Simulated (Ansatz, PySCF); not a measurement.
F3Ge (SMILES [F][Ge]([F])[F]), doublet, at a GFN2-xTB geometry. Base run: REVPBE/cc-pVDZ run with PySCF.

Here is a job for PySCF.
```python
from pyscf import gto, scf, dft

mol = gto.M(
    atom='''
F    -1.03403418   -1.26232646   -0.41313589
Ge    0.00285560    0.00944545    0.38125035
F     1.59592010   -0.27814980   -0.45721742
F    -0.57203918    1.50689244   -0.48520348
''',
    basis='cc-pvdz',
    spin=1,
    verbose=4,
)

mf = dft.UKS(mol)
mf.xc = 'revpbe'
mf.kernel()
```

The same geometry, method and basis name were run in Ansatz (a program for electronic structure) and PySCF, at each program's defaults and at the settings that a row names. The base is PySCF at its defaults. Differences at the defaults can come from grids, fitting, cores and function types together.

```json
[
 {"code and settings": "PySCF, defaults (exact integrals, its default grid, spherical functions)", "ΔE vs base (mEh)": "0.000", "basis functions": "69", "E (Eh)": "-2376.30568", "SCF cycles": "11", "dipole (D)": "2.79"},
 {"code and settings": "Ansatz, defaults (factorised integrals, its default grid, spherical functions)", "ΔE vs base (mEh)": "-0.017", "basis functions": "69", "E (Eh)": "-2376.30569", "SCF cycles": "-", "dipole (D)": "-"},
 {"code and settings": "PySCF, density fitting with def2-universal-jkfit", "ΔE vs base (mEh)": "-0.085", "basis functions": "69", "E (Eh)": "-2376.30576", "SCF cycles": "11", "dipole (D)": "2.79"},
 {"code and settings": "PySCF, fine grid", "ΔE vs base (mEh)": "-0.011", "basis functions": "69", "E (Eh)": "-2376.30569", "SCF cycles": "11", "dipole (D)": "2.79"},
 {"code and settings": "Ansatz, high accuracy", "ΔE vs base (mEh)": "-0.017", "basis functions": "69", "E (Eh)": "-2376.30569", "SCF cycles": "-", "dipole (D)": "-"}
]
```

Open shells are given as the SCF converged; they aren't shown to be the lowest states, and a large step between rows can be another state.
